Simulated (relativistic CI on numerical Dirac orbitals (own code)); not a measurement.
**Energy levels of Pb LX**

Calculated at this level of theory: Dirac-Coulomb-Breit CI, separate exchange-only KLI orbitals for each configuration, QED by a radiative potential, unscaled Slater integrals (own radial code, finite nucleus).

Configurations in the expansion (outside the closed core [Ne]): 3s2 3p6 3d5, 3s2 3p5 3d6, 3s2 3p4 3d7, 3s 3p6 3d6, 3p6 3d7, 3s 3p5 3d7, 3s2 3p6 3d4 4s, 3s2 3p6 3d4 4p, 3s2 3p4 3d6 4s, 3s2 3p6 3d4 4d, 3s2 3p4 3d6 4p, 3s2 3p5 3d5 4s, 3s2 3p6 3d4 4f, 3s 3p5 3d6 4s, 3s2 3p5 3d5 4p, 3s 3p5 3d6 4p, 3s2 3p6 3d3 4s2, 3s 3p6 3d5 4s, 3s2 3p6 3d3 4s 4p, 3p6 3d6 4p. Levels of other configurations are missing.

The lowest level is 3s2 3p6 3d5 2D_5/2, with 27 % of that term; Hund's rules for 3s2 3p6 3d5 give 6S with J = 5/2, of which the calculation keeps J, while another term leads.

```tsv
No.	Configuration	Term	J	E (Ry)	%	Next component (%)	Landé g
1	3s2 3p6 3d5	2D	5/2	0.0000	27	23 4P	1.244
2	3s2 3p6 3d5	6S	5/2	7.4536	32	22 2F	1.320
3	3s2 3p6 3d5	4G	7/2	8.4144	31	26 2F	1.157
4	3s2 3p6 3d5	2H	11/2	8.5069	46	30 4G	1.089
5	3s2 3p6 3d5	4D	3/2	8.5904	37	27 4P	1.124
6	3s2 3p6 3d5	2G	9/2	9.0218	35	23 4G	1.124
7	3s2 3p6 3d5	2D	5/2	9.3649	38	23 4D	1.121
8	3s2 3p6 3d5	2F	7/2	9.7310	39	35 2G	1.062
9	3s2 3p6 3d5	4P	1/2	9.7562	37	34 2S	1.748
10	3s2 3p6 3d5	2D	3/2	11.2879	65	16 4F	0.803
11	3s2 3p6 3d5	6S	5/2	15.7494	38	26 4G	1.321
12	3s2 3p6 3d5	4D	7/2	16.5241	52	42 4G	1.204
13	3s2 3p6 3d5	4G	11/2	16.5375	51	49 2I	1.087
14	3s2 3p6 3d5	4G	9/2	16.7107	64	34 2G	1.137
15	3s2 3p6 3d5	2I	13/2	16.9515	100		1.062
16	3s2 3p6 3d5	4D	1/2	17.1813	79	18 2S	0.417
17	3s2 3p6 3d5	4P	3/2	17.2446	53	35 4F	1.154
18	3s2 3p6 3d5	2F	5/2	17.3430	42	34 4D	1.020
19	3s2 3p6 3d5	2H	9/2	17.7679	53	47 4F	1.092
20	3s2 3p6 3d5	2G	7/2	17.9947	61	35 2F	0.976
21	3s2 3p6 3d5	4F	5/2	18.1897	65	26 2D	1.045
22	3s2 3p6 3d5	2D	3/2	18.1918	82	16 4D	0.855
23	3s2 3p6 3d5	2G	7/2	18.7372	49	32 2F	1.023
24	3s2 3p6 3d5	4P	1/2	18.7456	48	43 2P	1.737
25	3s2 3p6 3d5	2G	9/2	19.5109	81	10 4F	1.100
26	3s2 3p6 3d5	2P	3/2	20.8305	74	23 2D	1.173
27	3s2 3p6 3d5	2D	5/2	21.1924	81	9 2F	1.169
28	3s2 3p6 3d5	4P	5/2	24.9254	33	25 2F	1.245
29	3s2 3p6 3d5	2F	7/2	25.7223	28	25 4F	1.172
30	3s2 3p6 3d5	2H	11/2	25.8293	53	27 2I	1.066
31	3s2 3p6 3d5	4D	3/2	25.9815	32	27 2D	1.002
32	3s2 3p6 3d5	2G	9/2	26.4508	50	20 4F	1.110
33	3s2 3p6 3d5	2D	5/2	26.8466	57	23 2F	1.104
34	3s2 3p6 3d5	2G	7/2	27.1594	49	36 2F	1.017
35	3s2 3p6 3d5	2P	1/2	27.7266	43	39 2S	1.376
36	3s2 3p6 3d5	2D	3/2	29.1267	73	16 2P	0.850
37	3s2 3p5 3d6	4G°	11/2	34.2177	43	31 6F°	1.265
38	3s2 3p6 3d5	2D	5/2	34.7921	35	24 2F	1.153
39	3s2 3p5 3d6	2D°	5/2	34.8972	32	25 4P°	1.252
40	3s2 3p5 3d6	4F°	9/2	35.0497	40	24 2G°	1.247
41	3s2 3p5 3d6	4D°	7/2	35.3938	41	23 2F°	1.280
42	3s2 3p5 3d6	2P°	1/2	35.8873	41	21 2S°	1.137
43	3s2 3p5 3d6	4D°	7/2	37.2144	30	28 2F°	1.196
44	3s2 3p5 3d6	2P°	3/2	37.6448	38	18 4P°	1.327
45	3s2 3p5 3d6	2D°	5/2	38.8949	26	20 2F°	1.216
46	3s2 3p5 3d6	2P°	3/2	38.9875	25	20 2D°	1.386
47	3s2 3p5 3d6	6F°	11/2	42.2527	45	21 2H°	1.234
48	3s2 3p5 3d6	6F°	9/2	42.2794	43	17 4F°	1.341
49	3s2 3p5 3d6	4H°	13/2	42.6446	70	23 4I°	1.173
50	3s2 3p5 3d6	4P°	5/2	42.9874	23	16 4F°	1.277
51	3s2 3p5 3d6	2D°	3/2	43.0331	29	25 4F°	1.062
52	3s2 3p5 3d6	4F°	7/2	43.0439	36	22 6D°	1.329
53	3s2 3p5 3d6	6D°	9/2	43.2998	21	19 4F°	1.191
54	3s2 3p5 3d6	4I°	15/2	43.3354	68	32 2K°	1.143
55	3s2 3p5 3d6	2F°	7/2	43.4540	36	18 4D°	1.137
56	3s2 3p5 3d6	4P°	1/2	43.7063	32	24 4D°	1.681
57	3s2 3p5 3d6	2I°	13/2	44.0243	46	43 4H°	1.118
58	3s2 3p5 3d6	2G°	9/2	44.0616	31	27 4F°	1.121
59	3s2 3p5 3d6	4G°	11/2	44.0699	38	27 4H°	1.135
60	3s2 3p5 3d6	4D°	3/2	44.0831	25	23 2P°	1.226
61	3s2 3p5 3d6	4D°	7/2	44.3643	31	17 2F°	1.173
62	3s2 3p5 3d6	4D°	5/2	44.7221	22	17 4P°	1.180
63	3s2 3p5 3d6	2G°	9/2	45.1492	36	35 4G°	1.140
64	3s2 3p5 3d6	4D°	5/2	45.1870	37	16 4F°	1.205
65	3s2 3p5 3d6	4D°	3/2	45.2938	29	27 2P°	1.123
66	3s2 3p5 3d6	2F°	7/2	45.7568	37	24 2G°	1.107
67	3s2 3p5 3d6	2H°	11/2	45.7626	57	23 4G°	1.116
68	3s2 3p5 3d6	2F°	5/2	45.8665	28	17 2D°	1.167
69	3s2 3p5 3d6	4D°	7/2	45.9473	22	21 2G°	1.093
70	3s2 3p5 3d6	2D°	3/2	46.0697	39	16 4P°	1.184
```

Energies count from the lowest computed level; ° marks odd parity.

The mean weight of the leading LS term, summed over parents, in these 70 levels is 44 %, and that of the leading jj configuration (from the same eigenvectors) 98 %, so jj coupling describes them better and the LS labels are nominal.

At this charge energies of transitions that change n are usually good to better than 1 %, and those within a shell (Δn = 0) to a few per cent.

LS names give the leading component of a level, which can be under half, so a name can repeat, a term be missing and a line seem to break the LS rules.
